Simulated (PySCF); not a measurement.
**Antimony: a sound run and one with changed settings**

Sound run: Sb⁺ [Kr] 4d10 5s2 5p2, Sb²⁺ [Kr] 4d10 5s2 5p1. All numbers are calculated (PySCF 2.14, the spin-free X2C one-electron Hamiltonian (Gaussian nucleus), in x2c-SVPall). In the sound run the correlated levels freeze [Kr] 4d10. The sound run starts from symmetry-adapted Hartree-Fock orbitals and uses a fine grid where one is needed.

Changed run: basis STO-3G, all-electron and non-relativistic. This setting is unsound on purpose.

```
species   method  sound run (hartree)  changed run (hartree)  converged
    Sb⁺      UHF          -6476.94088            -6251.13175        yes
    Sb⁺   M06-2X          -6480.24634            -6253.32411        yes
    Sb⁺     MN15          -6483.93476            -6249.32586        yes
    Sb⁺      MP2          -6476.97489            -6251.13914        yes
    Sb⁺  CCSD(T)          -6476.98916            -6251.14557        yes
   Sb²⁺      UHF          -6476.35157            -6250.58887        yes
   Sb²⁺   M06-2X          -6479.64085            -6252.75015        yes
   Sb²⁺     MN15          -6483.32213            -6248.76580        yes
   Sb²⁺      MP2          -6476.37804            -6250.60409        yes
   Sb²⁺  CCSD(T)          -6476.39116            -6250.61611        yes
```

Ionisation energy of Sb⁺:

```tsv
method	sound run (eV)	changed run (eV)
UHF	16.036	14.773
M06-2X	16.476	15.618
MN15	16.671	15.240
MP2	16.241	14.559
SCS-MP2	16.187	14.517
CCSD	16.267	14.407
CCSD(T)	16.272	14.407
```

A minimal basis cannot let orbitals breathe on ionisation and holds almost no correlation. The Hamiltonian changed with the basis, so the totals do not compare.

For comparison, NIST gives 16.626 ± 0.025 eV between the lowest levels.
